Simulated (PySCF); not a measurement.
Compound: C₇H₁₁NSi₂.
Structure used (GFN2-xTB), in Å, numbered top down from 1:
```xyz
21
C7H11NSi2 angstrom
C      0.895    3.609   -1.004
C      0.308    2.563   -0.919
Si    -0.586    0.947   -0.761
C     -1.657    0.924    0.807
Si    -2.334   -0.793    1.279
N      0.658   -0.281   -0.618
C      1.701   -0.256    0.266
C      2.400   -1.421    0.178
C      1.758   -2.210   -0.805
C      0.702   -1.484   -1.265
H      1.411    4.523   -1.084
H     -1.322    0.644   -1.990
H     -1.070    1.306    1.643
H     -2.486    1.621    0.681
H     -3.109   -0.671    2.517
H     -1.228   -1.729    1.483
H     -3.208   -1.276    0.206
H      1.866    0.605    0.884
H      3.271   -1.691    0.743
H      2.051   -3.191   -1.126
H     -0.030   -1.725   -2.011
```

NICS = −σ at a ghost point: NICS(0) at the centroid of the ring atoms, NICS(1) 1 Å to either side along the normal of their mean plane, zz for the tensor component along that normal. Level: GIAO PBE0/pcSseg-1 (PySCF, non-relativistic, gas phase) on the GFN2-xTB geometry, one conformer.

Ring bond lengths (Å), with Mayer bond orders in brackets: N6–C7 1.368 (1.12), C7–C8 1.361 (1.55), C8–C9 1.415 (1.33), C9–C10 1.361 (1.55), C10–N6 1.367 (1.12).

Q: What do the NICS probes read (ppm)?

A: 
| ring | type | NICS(0) | NICS(1), two faces | NICS(1)zz, two faces | rms pucker (Å) | centre to ring atoms, mean (Å) |
| --- | --- | --- | --- | --- | --- | --- |
| N6–C7–C8–C9–C10 | 5-membered ring with N; formal bonds all aromatic | -13.0 | -11.1 / -11.1 | -30.1 / -30.3 | 0.00 | 1.17 |

Q: What can be read from them?

A: 
- N6–C7–C8–C9–C10: mean NICS(1)zz -30.2 ppm, shielded, aromatic by this magnetic criterion (flat ring, no four-coordinate atom).

Q: What does the geometric index give? Use HOMA with the parameters of Krygowski (1993).

A: 
- N6–C7–C8–C9–C10: HOMA 0.85; the largest term is that of C8–C9, α(R − Ropt)² = 0.19. The geometric and the magnetic index point the same way.

Q: What field does 11.7 T along the ring normal induce along that normal at the first NICS(1) probe listed for ring N6–C7–C8–C9–C10, 1 Å off the ring?

A: NICSzz × B0 = -30.1 ppm × 11.7 T = -352 μT, against the applied field.

Q: Give the inner angles of the rings and the Hirshfeld charges of the ring atoms.

A: 
- N6–C7–C8–C9–C10: N6 107.3° (-0.104 e), C7 109.5° (-0.035 e), C8 106.8° (-0.093 e), C9 106.8° (-0.096 e), C10 109.5° (-0.034 e); sum 540.0° against 540° for a flat convex ring.

Q: How shielded are the nuclei of the rings and their hydrogens (means over atoms taken as equivalent)?

A: 
| atoms | environment | σ isotropic (ppm) | principal values of the symmetric part, first atom (ppm) |
| --- | --- | --- | --- |
| N6 | pyrrole-type nitrogen | 88.6 | 8.9, 52.1, 204.8 |
| C7 (×2) | aromatic CH next to a ring nitrogen | 61.1 | -19.8, 63.0, 141.2 |
| C8 (×2) | aromatic CH carbon | 68.9 | -17.1, 58.1, 161.8 |
| H18 (×2) | aromatic hydrogen | 24.96 | 21.0, 25.2, 28.3 |
| H19 (×2) | aromatic hydrogen | 25.08 | 22.5, 25.3, 27.2 |

The run took 63 s wall on Arm Neoverse V1, one thread, no GPU, shared host, and the process peaked at 1.1 GiB of memory. This is the whole shielding run at PBE0/pcSseg-1, SCF included.
